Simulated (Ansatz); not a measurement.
ClH3O4W (`[O]=[W]([OH])([OH])([OH])[Cl]`). Charge 0, multiplicity 1. W: def2 effective core potential.

```xyz
9

O    -0.6316   -1.5021   -0.7878
W    -0.0227   -0.1017   -0.0426
O     1.5385   -0.9757    0.5304
O     0.0020    0.9492   -1.5945
O    -1.4603    0.1304    1.1377
Cl    0.9466    1.8268    1.0548
H     2.1283   -0.3891    1.0218
H    -0.3102    0.5577   -2.4166
H    -2.1906   -0.4955    1.0967
```

**Question.** What are the harmonic wavenumbers in cm⁻¹ at PBE0-D4/def2-TZVP (Ansatz, finite differences of forces, unscaled)? (Best estimate.)

**Answer.** The calculation gave: 83, 124, 209, 212, 249, 304, 305, 331, 450, 468, 550, 705, 713, 733, 775, 778, 821, 1038, 3806, 3858, 3863.

**Question.** Is this a minimum?

**Answer.** Yes, all 21 modes are real.

**Question.** Give the ideal-gas thermochemistry at 298.15 K and 1 bar (rigid rotor, harmonic oscillator; point group Cs, symmetry number 1).

**Answer.** Zero-point energy 121.9 kJ/mol; H(298) − E = 146.3 kJ/mol; entropy 383.2 J/(mol·K), of which translation 179.4, rotation 118.5, vibration 85.3; G(298) − E = 32.1 kJ/mol. Modes under 100 cm⁻¹ are hindered rotations or soft bends, so the harmonic entropy is rough.
